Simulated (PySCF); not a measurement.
A structure optimised at B3LYP-D3(BJ)/def2-SVP, used in a PySCF frequency run:

```xyz
6

W      0.0000     0.0000     0.0000
Br     0.0000     0.0000     2.4393
Br     0.0000     0.0000    -2.4393
Br     2.3899     0.0000     0.0000
Br    -1.1950     2.0698     0.0000
Br    -1.1950    -2.0698     0.0000
```
Charge +1, spin multiplicity 1.

Q: Write its SMILES, formula and point group.

A: [Br][W+]([Br])([Br])([Br])[Br], Br₅W, D3h

Q: What are its rotational constants (standard atomic weights)?

A: 0.36911, 0.30901, 0.30901 GHz
